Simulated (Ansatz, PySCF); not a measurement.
Molecule: sum formula HBO, charge 0, multiplicity 1. 
Geometry from a B3LYP-D3(BJ)/def2-TZVP (Ansatz, a first-principles code) optimisation:
SMILES: [B]O
```xyz
3

B     -0.2509    -0.5836    -0.6006
O      0.0479     0.2685     0.3281
H      0.8717     0.7704     0.3784
```

Quantity: atomisation energy (electronic, to ground-state atoms), in kJ/mol. Cores are frozen in the correlated levels unless marked. UHF or UKS for open shells. No spin-orbit coupling. No relativistic terms. The coupled-cluster limit lacks core correlation, which all-electron functionals hold. CBS(X,Y): correlation extrapolated as X^-3; Hartree-Fock from the larger set (for Q and 5 zeta extrapolated as (X+1)exp(-9√X)).

```csv
level,program,atomisation energy (kJ/mol)
HF/6-31G,Ansatz,661.7
SVWN5/def2-TZVPD,Ansatz,1288.9
TPSS/def2-TZVPD,PySCF,1085.4
TPSSh-D3(BJ)/def2-TZVPD,PySCF + dftd3,1077.7
MP2/aug-cc-pVDZ,Ansatz,1058.8
MP2/cc-pVQZ,Ansatz,1134.1
RI-MP2/def2-QZVPP,Ansatz,1133.8
```

Problem. What does CCSD(T)/CBS(cc-pVQZ,cc-pV5Z) (Ansatz) give?

Solution. 1107.4 kJ/mol, so RI-MP2/def2-QZVPP differs from it by 26.4 kJ/mol.
